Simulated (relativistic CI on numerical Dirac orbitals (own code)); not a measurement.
**Co5+: M2,3 absorption edge**

Computed with this model: Dirac-Coulomb-Breit CI, KLI orbitals optimised for each configuration, model QED (radiative potential, 1s self-energy scaled to tabulated hydrogen-like ionisation energies), valence Slater integrals scaled by 0.7, multiplet model of core-to-valence dipole absorption; configurations [Ar] 3d4 → [Ne] 3s2 3p5 3d5; 80 K; Lorentzian 1.2 eV and Gaussian 0.3 eV FWHM. Energies are those of the free ion, without screening or charge transfer. The branching ratio is the share of the lower-energy edge in the whole absorption, uncertain by about 0.02 where the edges overlap. S is read from ⟨S²⟩ = S(S + 1).

Field parameters in Wybourne normalisation: D3d B²₀ = −7Dσ, B⁴₀ = −14Dq − 21Dτ, B⁴₃ = −14√(10/7) Dq; D4h B²₀ = −7Ds, B⁴₀ = 21(Dq − Dt), B⁴₄ = 21√(5/14) Dq; Oh B⁴₀ = 21Dq, B⁴₄ = √(5/14) B⁴₀; Td as Oh with Dq negative (B⁴₀ = 21Dq, B⁴₄ = √(5/14) B⁴₀). The field is a parameter set, without covalency.

Peaks in eV (height, largest 100): 64.8 (29), 67.5 (42), 69.8 (45), 72.2 (82), 74.2 (100), 77.2 (68), 78.8 (65), 81.5 (33).

(1) Which surroundings give this spectrum?
A. Td, 10Dq = -19800 cm⁻¹
B. D3d, 10Dq = 16100, Dσ = 740, Dτ = 290 cm⁻¹
C. free ion
D. Oh, 10Dq = 29700 cm⁻¹

Results:

(1) A. Td, 10Dq = -19800 cm⁻¹, where the ground state has S = 0.09.
